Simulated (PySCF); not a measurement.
Geometries of 2 isomers of H4N2O2W (singlet state), from PBE0-D3(BJ)/def2-SVP geometry optimisation, gas phase, def2 core potentials past Kr (PySCF 2.14.0). One conformer each, no zero-point energy, no frequencies.

**Question.** Which is lower in electronic energy at this level?
A.
```xyz
9
angstrom
W     -0.119   -0.020   -0.064
N      0.015    0.446    1.617
H      0.475    0.664    2.494
N      1.454   -0.190   -0.813
H      2.465   -0.162   -0.882
O     -1.059    1.351   -0.994
H     -1.542    2.046   -0.536
O     -0.996   -1.710   -0.126
H     -0.693   -2.425   -0.695
```
B.
```xyz
9
angstrom
W      0.524    0.001    0.373
O      0.465    0.006    2.084
O      2.113   -0.003   -0.263
N     -0.364    1.614   -0.261
H     -0.112    2.112   -1.109
H     -1.075    2.117    0.263
N     -0.366   -1.615   -0.253
H     -1.074   -2.121    0.270
H     -0.111   -2.110   -1.102
```

**Answer.** B. That is WO2(NH2)2 (`[NH2][W]([NH2])(=[O])=[O]`), 27.8 kcal/mol below the other.

| SMILES | atoms numbered as above | E (Eh) | relative (kcal/mol) | relative (kJ/mol) | dipole (D) |
| --- | --- | --- | --- | --- | --- |
| [NH2][W]([NH2])(=[O])=[O] | – | -329.12238 | 0.0 | 0.0 | 4.68 |
| [NH]=[W](=[NH])([OH])[OH] | – | -329.07810 | 27.8 | 116.3 | 1.07 |
